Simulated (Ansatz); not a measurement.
Coupled-cluster diagnostics for AsH2(SiMe3) (C3H11AsSi), Ansatz.

Geometry of the singlet (PBE-D4/def2-SVP):

```xyz
16

As   -0.051   -2.024    1.438
H    -0.506   -2.861    0.224
H     1.433   -2.294    1.112
Si   -0.050   -0.014    0.122
C    -1.858    0.477   -0.157
C     0.839    1.324    1.126
C     0.821   -0.260   -1.541
H    -1.919    1.428   -0.727
H    -2.390    0.622    0.806
H    -2.402   -0.299   -0.733
H     0.342    1.490    2.104
H     1.895    1.048    1.323
H     0.837    2.289    0.576
H     1.881   -0.552   -1.399
H     0.327   -1.052   -2.139
H     0.802    0.679   -2.135
```

Correlated methods freeze 17 core orbitals; core or outer-core shells of As are correlated, in sets that lack core-valence functions.

Estimate the CCSD(T) correlation energy, the shares of MP2 and (T), T1 and the reference's ⟨S²⟩ for: charge 0, singlet, own geometry in def2-SVP; charge 1, doublet, vertical in def2-SVP; and the rough time on 2 threads of AMD EPYC 7R13 on a shared host and a share (18 GiB) of an NVIDIA H100 80GB HBM3.


```
                          state     basis  correlation (eV)  MP2 share (%)  (T) share (%)     T1  ⟨S²⟩ (pure)  wall time
charge 0, singlet, own geometry  def2-SVP           -23.827           89.2            2.9  0.009  0.00 (0.00)      1.8 s
    charge 1, doublet, vertical  def2-SVP           -23.181           88.8            2.9  0.012  0.77 (0.75)      2.7 s
```
Customary marks for T1 are 0.02 (closed shells), 0.045 (open shells) and about 0.05 (3d metals). T1 stays under 0.02 throughout.
